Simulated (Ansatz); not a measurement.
Cartesian coordinates (Å):
```xyz
4

Sb     0.0028    -0.0050     0.7211
H     -0.9721    -1.0220    -0.2436
H     -0.4018     1.3545    -0.2295
H      1.3711    -0.3276    -0.2479
```
Charge +1, spin multiplicity 2.

Computed with frozen-core CCSD(T)/def2-TZVPP // PBE0-D3(BJ)/def2-TZVP (Ansatz, an electronic-structure program). The geometry is that of the parent before the electron was removed.

```
Item                            Value
----------------------  -------------
HF energy               -240.65040 Ha
MP2 correlation energy    -0.33301 Ha
```

### Question
Estimate the CCSD correlation energy, the (T) correction, the total energy and the T1 diagnostic.

### Answer

```json
{
 "CCSD correlation energy": "-0.34635 Ha",
 "(T) correction": "-0.00835 Ha",
 "CCSD(T) total energy": "-241.00511 Ha",
 "T1 diagnostic": "0.015"
}
```
